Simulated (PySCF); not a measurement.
# Hf: excitation energy

Hf [Xe] 4f14 5d2 6s2 (3F) → Hf [Xe] 4f14 5d3 6s1 (5F), as a difference of total energies. Calculation: PySCF 2.14, in aug-cc-pVTZ-PP with one added diffuse shell each of s, p, d, f, g type with ECP60MDF (7s7p6d4f3g, 113 functions); a scalar-relativistic core potential. Correlated levels: valence: 5s2 5p6 frozen. The calculations carry no spin-orbit coupling.

```tsv
method	excitation energy (cm⁻¹)
UHF	7493.5
LDA	9628.3
PBE	8132.0
PBE0	8335.2
r2SCAN	5532.8
TPSS	8610.2
CAM-B3LYP	12803
r2SCANh	6014.5
MP2 (valence)	12299
SCS-MP2 (valence)	16382
```
